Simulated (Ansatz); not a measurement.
```yaml
crystal:
  periodic: [false, false, false]
  atoms:
    - {symbol: Sn, position_ang: [-2.153859, -0.211411, 2.231158]}
    - {symbol: H, position_ang: [-2.174767, -2.528240, 4.540732]}
    - {symbol: H, position_ang: [-4.665566, 1.861866, 2.539992]}
    - {symbol: S, position_ang: [1.926799, 2.022476, 2.051695]}
    - {symbol: Sn, position_ang: [2.154148, 0.210947, -2.230960]}
    - {symbol: H, position_ang: [2.166751, 2.531738, -4.536660]}
    - {symbol: H, position_ang: [4.668960, -1.857307, -2.547677]}
    - {symbol: S, position_ang: [-1.922466, -2.030051, -2.048260]}
basis:
  gaussian: {orbitals: def2-SVP}
hamiltonian: {xc: {name: wB97}}
output: {forces: true}
```

```sh
$ ansatz run in.yaml --threads 4 --pin off --events-out ev --progress --plain --max-ram 3916MiB
```

Shortened log:

```
Functional definition: wB97
1224 factors; their error is unknown
416 factors; integrals over basis functions are off by at most 9.6e-5 eV
mean field evaluation 1: about -33336.1441 eV, gradient 5.5e1 eV
mean field evaluation 2: about -32981.7165 eV, gradient 2.3e2 eV
mean field evaluation 4: about -33344.2216 eV, gradient 4.4e1 eV
mean field evaluation 8: about -33361.4143 eV, gradient 2.7e1 eV
mean field evaluation 16: about -33369.4515 eV, gradient 1.3e-1 eV
mean field evaluation 32: about -33369.6646 eV, gradient 2.9e-2 eV
mean field evaluation 64: about -33369.6138 eV, gradient 8.9e-1 eV
mean field -33369.66464323 eV, -1226.3125568677 hartree, gradient 1.7e-6 eV, S^2 0.000000; 6 other end points of the search recorded, 0 dependent functions left out
reference -33369.66462664 eV, -1226.3125562581 hartree; 40, 40 occupied and 68, 68 virtual orbitals, 1224 factors
Total energy: -33369.66462664 eV, -1226.3125562581 hartree
Atom 0 at    -2.153859    -0.211411     2.231158 Å, force    -1.346961    -0.129610     1.392665 eV/Å
Atom 1 at    -2.174767    -2.528240     4.540732 Å, force    -0.048702     1.439585    -1.377156 eV/Å
Atom 2 at    -4.665566     1.861866     2.539992 Å, force     1.505317    -1.299458    -0.128849 eV/Å
Atom 3 at     1.926799     2.022476     2.051695 Å, force    -0.094351    -0.098976    -0.100459 eV/Å
Atom 4 at     2.154148     0.210947    -2.230960 Å, force     1.344252     0.134246    -1.394710 eV/Å
Atom 5 at     2.166751     2.531738    -4.536660 Å, force     0.053764    -1.441796     1.374594 eV/Å
Atom 6 at     4.668960    -1.857307    -2.547677 Å, force    -1.507416     1.296589     0.133658 eV/Å
Atom 7 at    -1.922466    -2.030051    -2.048260 Å, force     0.094098     0.099421     0.100257 eV/Å
Dipole moment:     0.001559    -0.002706     0.001213 e Å
```

In this input the coordinates are in bohr but typed as ångström. Self-consistency was reached. The result belongs to that input, not to the species as meant.

In the def2 sets Sn takes a core potential; there is no spin–orbit coupling.
